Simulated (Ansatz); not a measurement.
C₃H₉O₂, charge +1, singlet, geometry from GFN2-xTB. Base run: CCSD(T)/STO-3G run with Ansatz (a quantum-chemistry and plane-wave program).

The Ansatz input:
Ansatz 0.2 input:
```yaml
crystal:
  periodic: [false, false, false]
  atoms:
    - {symbol: C, position_ang: [0.88096515, -1.31356372, 1.08437026]}
    - {symbol: C, position_ang: [0.47817047, -0.43311598, -0.07346320]}
    - {symbol: O, position_ang: [0.89052902, 0.96818331, 0.20113453]}
    - {symbol: C, position_ang: [-1.04045088, -0.30418804, -0.27166610]}
    - {symbol: O, position_ang: [-1.20882763, 0.94281853, -0.93845773]}
    - {symbol: H, position_ang: [0.47239610, -0.93190040, 2.01595391]}
    - {symbol: H, position_ang: [1.96219745, -1.37075831, 1.17191929]}
    - {symbol: H, position_ang: [0.50036070, -2.31791870, 0.92489965]}
    - {symbol: H, position_ang: [0.95009135, -0.75251594, -1.00657077]}
    - {symbol: H, position_ang: [1.75497521, 1.18686486, -0.19095668]}
    - {symbol: H, position_ang: [0.10483744, 1.45168314, -0.27859208]}
    - {symbol: H, position_ang: [-1.55023179, -0.29765239, 0.69751965]}
    - {symbol: H, position_ang: [-1.41975037, -1.13193438, -0.87449156]}
    - {symbol: H, position_ang: [-2.14059578, 1.18132399, -0.99654137]}
basis:
  gaussian:
    orbitals: STO-3G
total_charge: 1
magnetization: {spin_polarized: false}
correlation: {method: ccsd_t}
```

Variants of this job, named by their change:

| change | ΔE vs base (kcal/mol) | MP2 correlation (Eh) | CC correlation without the perturbative part (Eh) | basis functions |
|---|---|---|---|---|
| base | 0.000 | -0.23898 | -0.30838 | 34 |
| method = bccd_t | 0.030 | -0.23898 | -0.30788 | 34 |
| method = mp2 | ___ | -0.23898 | - | 34 |
| accuracy = high | -0.017 | -0.23898 | -0.30838 | 34 |
| diis_vectors = 4 | 0.000 | -0.23898 | -0.30838 | 34 |
| method = bccd | ___ | -0.23898 | -0.30788 | 34 |
| method = rpa | -3.71 | - | - | 34 |
| reference functional = pbe0 | ___ | - | ___ | 34 |
| fitting = cc-pVTZ-JKFIT (mean field), cc-pVTZ-RIFIT (correlation) | -0.022 | -0.23896 | -0.30835 | 34 |
| diis_vectors = 2 | 0.000 | -0.23898 | -0.30838 | 34 |

Q: Some entries are withheld; supply them.

A: 
- method = mp2, ΔE vs base (kcal/mol): 45.76
- method = bccd, ΔE vs base (kcal/mol): 2.53
- reference functional = pbe0, ΔE vs base (kcal/mol): 0.71
- reference functional = pbe0, CC correlation without the perturbative part (Eh): -0.31615
